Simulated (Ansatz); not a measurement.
```yaml
crystal:
  periodic: [false, false, false]
  atoms:
    - {symbol: C, position_ang: [-1.077941, 1.387162, 0.681470]}
    - {symbol: C, position_ang: [-0.448190, 0.113068, 1.025509]}
    - {symbol: Zn, position_ang: [0.733303, -0.790493, -0.507638]}
    - {symbol: N, position_ang: [1.855876, -1.588032, -1.517548]}
    - {symbol: H, position_ang: [-1.791873, 0.980635, -0.384332]}
    - {symbol: H, position_ang: [-1.744357, 1.735585, 1.489211]}
    - {symbol: H, position_ang: [-0.498458, 2.002727, 0.142181]}
    - {symbol: H, position_ang: [-1.156685, -0.631882, 1.366096]}
    - {symbol: H, position_ang: [0.143113, 0.369531, 1.925022]}
    - {symbol: H, position_ang: [1.369088, -1.866104, -2.335373]}
    - {symbol: H, position_ang: [1.369088, -2.166104, -2.385373]}
basis:
  gaussian: {orbitals: def2-TZVPD}
magnetization: {spin_polarized: true, initial_magnetization: 0}
hamiltonian: {xc: {name: B2PLYP}}
scf: {lower_state_search: light}
```

```sh
$ ansatz run in.yaml --threads 4 --pin off --events-out ev --progress --plain --max-ram 10444MiB
```

It prints (some lines left out):

```
Functional definition: B2PLYP
1653 factors; integrals over basis functions are off by at most 8.9e-4 eV
mean field evaluation 1: about -52048.5172 eV, gradient 4.7e1 eV
mean field evaluation 2: about -52048.6022 eV, gradient 4.7e1 eV
mean field evaluation 4: about -52057.9765 eV, gradient 9.4e0 eV
mean field evaluation 8: about -52058.1091 eV, gradient 6.8e-1 eV
mean field evaluation 16: about -52058.1105 eV, gradient 4.0e-4 eV
mean field -52058.11051608 eV, -1913.1002752113 hartree, gradient 7.5e-6 eV, S^2 0.000000; 0 other end points of the search recorded, 0 dependent functions left out
8 core orbitals not correlated: weight in the atoms' cores, before any rotation towards them, 1.000 or more for the frozen orbitals, at most 0.000 for the correlated occupied ones
reference -52058.11071449 eV, -1913.1002825029 hartree; 20, 20 occupied and 197, 197 virtual orbitals, 1653 factors
second order -40.50528052 eV of doubles, -0.00000000 eV of singles
Total energy: -52069.04714024 eV, -1913.5021887359 hartree
```

Task: What is wrong with this run?

Result: One atom was put on top of another. The calculation finished and met its thresholds. The result belongs to that input, not to the molecule as meant.
